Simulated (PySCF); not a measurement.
Species: C7H4BrO2 (charge -1).
Z-matrix (Å and degrees, PBE0-D3(BJ)/def2-SVP geometry), rows numbered from 1:
```
O 
C   1  1.2445
O   2  1.2446  1  130.59
C   2  1.5516  1  114.75  3  -179.99
C   4  1.3964  2  120.49  1  -178.82
C   5  1.3940  4  121.24  2   179.62
C   6  1.3943  5  118.65  4     0.12
Br  7  1.9067  6  119.29  5  -179.95
C   7  1.3940  6  121.47  5     0.02
C   9  1.3944  7  118.69  6    -0.14
H   5  1.0938  4  116.30  2    -0.29
H   6  1.0926  5  121.36  4  -179.82
H   9  1.0926  7  119.98  6   179.97
H  10  1.0937  4  116.41  2     0.21
```

Method: TDDFT B3LYP/def2-SVPD, vertical, gas phase, core orbitals frozen in the response (PySCF 2.14.0, density-fitted response routines). The B3LYP/def2-SVPD calculation is non-relativistic and has no spin–orbit coupling, an omission that weighs most on bromine.

Frontier orbitals with the atoms that hold most of them (Löwdin shares over 4%, at most four atoms; ? is withheld):

```json
{"orbital": "LUMO+2", "ε (eV)": "2.68", "atoms": "C5 20%, C10 20%, C9 17%, C6 17%"}
{"orbital": "LUMO+1", "ε (eV)": "2.46", "atoms": "C7 21%, C4 19%, C6 10%, C9 10%"}
{"orbital": "LUMO", "ε (eV)": "2.24", "atoms": "Br8 72%, C7 19%"}
{"orbital": "HOMO", "ε (eV)": "-1.99", "atoms": "?"}
{"orbital": "HOMO-1", "ε (eV)": "-2.17", "atoms": "?"}
{"orbital": "HOMO-2", "ε (eV)": "-2.41", "atoms": "O3 43%, O1 43%, C2 12%"}
{"orbital": "HOMO-3", "ε (eV)": "-3.38", "atoms": "C4 20%, C7 18%, Br8 17%, C5 10%"}
```

(1) Which atoms hold the HOMO, and with what shares?

(2) Give the leading atoms of the HOMO-1.

(3) How does S1 compare with the orbital gap of 4.23 eV?

(4) One configuration dominates each of S1, S2, S3 and S5. Which, and how do the shares of the two leading atoms of either orbital change from the occupied to the empty one?

## Answers

(1) O1 (bonded to C) 44%; O3 (bonded to C) 44%; C2 (bonded to C and 2 O) 6%. By element: oxygen 88%, carbon 6% or more.

(2) O3 (bonded to C) 36%; O1 (bonded to C) 35%; C4 (bonded to 3 C) 13%; C2 (bonded to C and 2 O) 12%. By element: oxygen 70%, carbon 25% or more.

(3) S1 is at 3.51 eV (f = 0.0000), 0.72 eV below the gap, made of HOMO→LUMO+1 (98%). Its leading pair isn't HOMO and LUMO; the energies of that pair differ by 4.45 eV. Without the coupling terms of the response equations the lowest excitation would equal the gap.

(4) 
- S1 (3.51 eV, f 0.0000), HOMO→LUMO+1 (98%): O1 44% → at most 10%, O3 44% → at most 10%, C7 at most 4% → 21%, C4 at most 4% → 19%
- S2 (3.66 eV, f 0.0000), HOMO-1→LUMO+1 (98%): O3 36% → at most 10%, O1 35% → at most 10%, C7 at most 6% → 21%, C4 13% → 19%
- S3 (3.80 eV, f 0.0000), HOMO→LUMO (99%): O1 44% → at most 4%, O3 44% → at most 4%, Br8 at most 4% → 72%, C7 at most 4% → 19%
- S5 (3.95 eV, f 0.0018), HOMO-1→LUMO (96%): O3 36% → at most 4%, O1 35% → at most 4%, Br8 at most 6% → 72%, C7 at most 6% → 19%
